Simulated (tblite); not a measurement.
Run record: tight-binding relaxation, `FC(F)C1([SiH3])[CH2][GeH2][CH2]1`.

Computed with GFN2-xTB geometry optimisation, gas phase (tblite 0.8.0). Start geometry: from a force field or distance geometry. The command runs a driver script over a list of jobs; the input below is this job's line of settings and its coordinates in Å.

Command:
```bash
OMP_NUM_THREADS=1 python probes_run.py task.json out
```

Input:
```
{"job": {"kind": "relax", "xc": "GFN2-xTB", "basis": "xTB"}, "charge": 0, "multiplicity": 1}
F     -1.347700    -1.174800     1.772300
C     -0.529500    -1.372000     0.654800
F      0.691400    -1.822200     1.227000
C     -0.310000    -0.029600    -0.002000
Si    -1.942500     0.656800    -0.520900
C      0.649600    -0.014000    -1.149200
Ge     2.184600     0.176800    -0.009700
C      0.586400     0.831400     0.836700
H     -0.904900    -2.162100     0.015300
H     -1.800500     1.714200    -1.521800
H     -2.671500    -0.468400    -1.162500
H     -2.792400     1.064100     0.619900
H      0.498400     0.935000    -1.722500
H      0.720000    -0.917600    -1.777200
H      3.171600     1.309800    -0.349200
H      2.741000    -1.163800     0.456400
H      0.459200     1.912700     0.719900
H      0.587900     0.530000     1.901200
```

Output:
```
step      E/eV     max force
  0    -727.18321    3.477
  1    -727.56609    1.454
  2    -727.70801    1.264
  3    -727.85044    0.720
  4    -727.92490    0.705
  5    -727.96981    0.465
  6    -728.00655    0.381
  7    -728.03202    0.342
  8    -728.04825    0.335
  9    -728.06083    0.306
... (80 lines left out)
 90    -728.17074    0.014
 91    -728.17077    0.016
 92    -728.17080    0.019
 93    -728.17084    0.016
 94    -728.17088    0.017
 95    -728.17092    0.011
 96    -728.17095    0.012
 97    -728.17098    0.013
 98    -728.17100    0.011
 99    -728.17101    0.010
```

«max force» is the largest atomic force in eV/Å.

Q: From which step on does the largest force stay under 0.1 eV/Å, and how much energy is left to gain from there?

A: From step 33 (0.089 eV/Å), 10.1 meV above the end.

Main results: energy lowered by 22.8 kcal/mol over 99 steps; largest atomic force 0.010 eV/Å at the end.

Q: How long does this job take on one thread, Intel Xeon at 2.70 GHz (x86_64), on a shared host?

A: About 1.0 s.
Labels such as C1 count atoms from 1, the log's own numbers from 0.
